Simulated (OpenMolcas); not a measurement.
**Si+: the spin-orbit constant, thermal populations, worked from levels**

| Quantity | Value |
| --- | --- |
| Program | OpenMolcas |
| Basis | ANO-RCC-VQZP [6s5p3d2f1g] |
| Scalar Hamiltonian | DKH4, point nucleus |
| Active space | 3 electrons in 8 orbitals (3s 3p 4s 4p) |
| State averaging | 2S+1 = 4 odd, 3 roots (0 in the spin-orbit step); 2S+1 = 2 odd, 3 roots; 2S+1 = 4 even, 3 roots; 2S+1 = 2 even, 5 roots (0 in the spin-orbit step) |
| Spin-orbit coupling | RASSI with atomic mean-field integrals over the reference wave functions, term energies averaged over their components |

Methods: CASSCF; SS-CASPT2, IPEA 0.25 Eh, imaginary shift 0.1 Eh (closed shells correlated: 2s 2p). Measured levels: NIST Handbook of Basic Atomic Spectroscopic Data.

**The spin-orbit constant.** For the Hund term 2P* of p1, E(J) = (A/2) J(J+1) + constant and ζ = 2S·A = A. From J = 1/2 to J = 3/2 the energy changes by 1.5 A.

| Source | E(3/2) - E(1/2) | A | ζ |
| --- | --- | --- | --- |
| CASSCF | 234.5 | 156.3 | 156 |
| SS-CASPT2 | 234.5 | 156.3 | 156 |
| measured | 287.2 | 191.5 | 191 |

All in cm-1. SS-CASPT2 is off by -18.3 % and CASSCF by -18.3 %. Both methods take the spin-orbit matrix elements from the reference wave functions, so the second can move ζ only through the term energies and any multistate remixing.

**Thermal populations.** Z = Σ (2J + 1) exp(-E/kT) with k = 0.695035 cm-1/K, over the levels below. No other level of either list lies under 52600 cm-1, which is above 7 kT at each temperature.

```
         Level  2J + 1  SS-CASPT2  measured
3s2 3p 2P* 1/2       2        0.0       0.0
3s2 3p 2P* 3/2       4        235       287
 3s 3p2 4P 1/2       2      41176     42824
 3s 3p2 4P 3/2       4      41266     42933
 3s 3p2 4P 5/2       6      41416     43108
```

```tsv
T (K)	Z, SS-CASPT2	Z, measured levels	Ground level (%), SS-CASPT2	Ground level (%), measured levels
3000	5.574	5.486	35.9	36.5
5000	5.739	5.683	34.9	35.2
8000	5.842	5.804	34.2	34.5
```

At 8000 K, kT = 5560 cm-1, and the computed levels give Z = 2.000 + 3.834 + 0.001 + 0.002 + 0.003 = 5.842.

Active for correlation alone: 4p 4s; no level in the range computed is led by a configuration that fills them, so any true level of that kind is missing. Terms of s pⁿ other than that of highest spin mix with s² pⁿ⁻² d, which this space lacks; all of them can be thousands of cm-1 off, and some have no real level of that name. Without dynamic correlation excited terms often stand tens of per cent too high (terms of higher spin than the ground term too low), and those without a measured partner can miss by more than the paired ones (holds for CASSCF). Computed and measured levels are paired by configuration, term and J; levels that our copy of the source lacks, or whose pairing is in doubt (as where it misses far off the trend of its configuration), stay unpaired and out of the deviations. Levels of configurations outside the active space are missing.

* marks odd parity.
